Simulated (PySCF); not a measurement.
Al(Me)(OMe)(NH2) (C₂H₈AlNO), SMILES C[O][Al]([CH3])[NH2].

The structure is a stationary point at PBE-D3(BJ)/def2-SVP. One conformer was computed; it need not be the lowest.

Two levels are set side by side: TDA-PBE/def2-SVPD (PySCF) and TDA-ωB97X/def2-SVPD (PySCF). Vertical, same geometry. The lowest singlet is HOMO→LUMO 99 % with PBE and HOMO→LUMO 83 % with the other functional; states are paired by order. Differences are taken from unrounded values.

```tsv
quantity	TDA-ωB97X	TDA-PBE	TDA-PBE minus TDA-ωB97X
lowest singlet excitation (eV)	6.26	4.96	-1.30
lowest triplet excitation (TDA) (eV)	6.03	4.74	-1.30
first bright state (f over 0.05) (eV)	6.26	6.33	0.07
its oscillator strength	0.06	0.07	0.01
```

A lower first singlet is the usual sign of a functional without exact exchange. Differences between two approximate levels are no errors against the true value.

Rough cost on one machine, each run with all the roots and properties that it gave: TDA-ωB97X against TDA-PBE about 4 times.
